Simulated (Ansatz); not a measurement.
Reaction (ligand exchange at a B–Br bond): `FB(F)Br` + CH₃SH → `CSB(F)F` + HBr

Gas-phase electronic energies from Ansatz, PBE0-D4/def2-TZVP geometries. CCSD(T)/CBS is the MP2 limit (def2-TZVPP, def2-QZVPP) plus CCSD(T) − MP2 in def2-TZVPP, frozen cores. This one scheme is used for every species. Functionals use def2-TZVPP. HSE06 is defined as in plane-wave codes. For Br outer-core shells are correlated without core-valence functions, which leaves a few kJ/mol of doubt a bond. Scalar relativity is left out up to krypton. Each species was taken in one conformer, which may not be the lowest.

```csv
level,ΔE (kJ/mol)
LDA (SPW92),-8.9
r2SCAN-D4,-4.9
PBE0-D4,-4.3
HSE06-D4,-4.0
CAM-B3LYP-D4,-4.0
PBE0,-2.6
BHLYP,-0.3
MP2/CBS(def2),0.3
```

Problem. What does CCSD(T)/CBS give? (Estimate.)

Solution. Computed: -1.2 kJ/mol. The listed levels differ from it by -7.7, -3.7, -3.1, -2.8, -2.8, -1.4, 0.9, 1.5 kJ/mol.

Largest T1 diagnostic among the species: 0.012.

At CCSD(T), def2-SVP lies −4.8 kJ/mol from the extrapolated value and def2-TZVPP −0.3 kJ/mol. In def2-TZVPP, CCSD(T) changes the Hartree–Fock value by −6.2 kJ/mol (the triples alone add −1.4 kJ/mol) and MP2 by −4.7 kJ/mol. Leaving LDA and LC-ωPBE aside and taking each functional with its dispersion term where it has one, the values, not all of them listed here, spread over 5.0 kJ/mol, from revPBE-D4 to B2PLYP. LDA lies −5.1 kJ/mol from PBE without D4.
